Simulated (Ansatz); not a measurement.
**Ligand exchange: HCl + Cd(CH3)(SH) → H2S + Cd(CH3)Cl**

Species: HCl (hydrogen chloride), singlet; Cd(CH3)(SH), singlet; H2S (hydrogen sulfide) `S`, singlet; Cd(CH3)Cl, singlet. The partners trade Cl for SH: H–Cl and Cd–SH bonds give way to H–SH and Cd–Cl.

Shapes, held fixed at every level: PBE0-D4/def2-TZVP. Programs: Ansatz 0.2.0. Electronic energies: no zero-point or thermal term.

(1) Estimate ΔE of this reaction.

Answers

(1) The highest level, CCSD(T)/def2-TZVPP, gives ΔE = -38.0 kJ/mol; the levels span -59.3 to -31.9. The column of differences is taken from that level and isn't an error. No measured value is set beside it here. For atoms past krypton def2 sets carry core potentials with scalar relativity. Correlated rows may include outer-core shells of Cd, which these sets cover unevenly.

```
              level                    kind  ΔE (kJ/mol)  less CCSD(T)/def2-TZVPP
        HF/def2-SVP            Hartree–Fock        -59.3                    -21.3
   SPW92/def2-TZVPP                     LDA        -31.9                     +6.1
  PBE-D4/def2-TZVPP                     GGA        -35.1                     +2.9
B3LYP-D4/def2-TZVPP           global hybrid        -41.5                     -3.5
 wB97X-V/def2-TZVPP  range-separated hybrid        -43.6                     -5.6
   CCSD(T)/def2-SVP   coupled cluster or CI        -43.1                     -5.1
      CCSD/def2-SVP   coupled cluster or CI        -45.0                     -7.0
 CCSD(T)/def2-TZVPP   coupled cluster or CI        -38.0                      0.0
```
